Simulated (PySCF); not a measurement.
**Distorted geometries of TlH3**

TlH3 (singlet). PySCF 2.14.0, RKS TPSS, Tl def2-SVP with ECP60, H def2-SVP; non-relativistic Hamiltonian with scalar-relativistic core potentials where named; density fitting; no spin-orbit coupling. Relaxed geometry:

```xyz
4

Tl    0.4821    0.0000    0.0000
H    -0.3961    0.0000    1.5253
H    -0.3961    0.0000   -1.5253
H     2.2419    0.0000    0.0000
```

**Question.** Order these distorted geometries by energy above the relaxed one, lowest first.
A.
```xyz
4

Tl    0.4390    0.0707    0.1253
H    -0.3680    0.0919    1.4869
H    -0.2026   -0.0005   -1.7311
H     2.0634   -0.1621    0.1189
```
B.
```xyz
4

Tl    0.5003   -0.0450    0.0140
H    -0.3954   -0.0074    1.5661
H    -0.4073   -0.0010   -1.5250
H     2.2342    0.0534   -0.0552
```
C.
```xyz
4

Tl    0.4881   -0.2409    0.0270
H    -0.2946    0.0237    1.6098
H    -0.4279    0.1393   -1.6089
H     2.1662    0.0778   -0.0279
```

**Answer.** B (0.02 eV), C (0.35 eV), A (0.54 eV).

**Question.** Which forces (eV/Å) act in the one that lies 0.02 eV up?

**Answer.** 
```
Tl  -0.52  0.26  0.05
H    0.18 -0.09 -0.31
H    0.08 -0.09  0.23
H    0.25 -0.08  0.04
```
Forces carry noise of the integration grid, about 0.01 to 0.03 eV/Å.

No frequency check is given that shows the relaxed geometry to be a minimum.
